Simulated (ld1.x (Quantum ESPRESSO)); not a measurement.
# Bi, TM: configuration errors across variants

ld1.x (Quantum ESPRESSO) 7.5 input, shortened:

```
&input
   title='Bi', zed=83., rel=1, dft='PZ', iswitch=3,
   config='[Xe] 4f14 5d10 6s2 6p2.5'
 /
 &inputp
   pseudotype=2, tm=.true., lloc=0,
   nlcc=.true., new_core_ps=.true.
 /
3
6P  2  1   2.50   0.00  2.50  2.50  0.0
5D  3  2  10.00   0.00  1.15  1.15  0.0
6S  1  0   2.00   0.00  1.75  1.75  0.0
 &test
   configts(1)='5d10 6s2 6p2.5'
 /
```

All-electron excitation energies from the reference (eV): (1) 5d10 6s2 6p3 -3.208; (2) 5d10 6s2 6p2 4.946; (3) 5d10 6s2 6p1 20.511; (4) 5d10 6s2 6p0 44.226; (5) 5d9 6s2 6p4 20.915; (6) 5d10 6s1 6p0 90.141; (7) 5d10 6s2 6p3.3 -4.360; (8) 5d10 6s2 6p2.5 spin -0.784; (9) 5d10 6s2 6p3 spin -4.232.

Spin tests fill each open shell by Hund’s rule, majority spin first.

The default core radius of the base comes out at 0.86 bohr.

4 further variants failed, have other tests or another functional or relativity, and are left out.

Errors AE − PS in meV (a dash: test not solved or not reliable):

| change | (1) | (2) | (3) | (4) | (5) | (6) | (7) | (8) | (9) | bound ghosts |
| --- | --- | --- | --- | --- | --- | --- | --- | --- | --- | --- |
| base | +1.7 | -2.1 | -8.8 | -26 | -239 | -47 | +2.6 | +6.4 | +9.8 | none |
| all radii but the core radius scaled by about 0.95 (s 1.66, p 2.38, d 1.10 bohr) | +1.7 | -2.1 | -8.8 | -25 | -231 | -41 | +2.5 | +6.9 | +10 | none |
| core correction Bessel-smoothed model core inside 0.92 bohr | +1.7 | -2.1 | -8.8 | -26 | -239 | -47 | +2.6 | +6.4 | +9.8 | none |

Task: Give the same row for: wave 6s (bound): rc 1.75 bohr becomes 6s (bound): rc 2.44 bohr.

Result: +1.8, -1.9, -6.9, -19, -219, -39, +2.8, +7.2, +11; bound ghosts: none.
